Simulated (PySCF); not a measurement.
# Gas-phase thermal properties of GeO

Computed with PySCF (xtb for GFN2) and rigid-rotor harmonic-oscillator thermochemistry at 1 bar. 6-31G* has spherical d functions here. All species are closed-shell singlets. B3LYP is the form with VWN-RPA correlation. Ge: all electrons, no relativistic terms. The harmonic model lacks anharmonicity and excited electronic states, which grow with temperature; levels with a mode under 35 cm⁻¹ are left out.

| level | point group | σ | ZPE (kJ/mol) | S°298 (J/mol/K) | Cp298 (J/mol/K) | S°1000 (J/mol/K) | H1000 − H298 (kJ/mol) |
|---|---|---|---|---|---|---|---|
| B3LYP/6-31G* | C∞v | 1 | 5.9 | 223.9 | 30.7 | 264.8 | 24.1 |
| GFN2-xTB | C∞v | 1 | 5.8 | 223.4 | 30.9 | 264.4 | 24.2 |
| HF/6-31G* | C∞v | 1 | 6.8 | 223.3 | 30.1 | 263.4 | 23.7 |
| PBE/def2-SVP | C∞v | 1 | 5.8 | 224.1 | 30.9 | 265.1 | 24.2 |
| PBE0/def2-TZVP | C∞v | 1 | 6.2 | 223.8 | 30.6 | 264.4 | 24.0 |
σ: rotational symmetry number. Electronic degeneracy used: 1. Frequencies are unscaled.
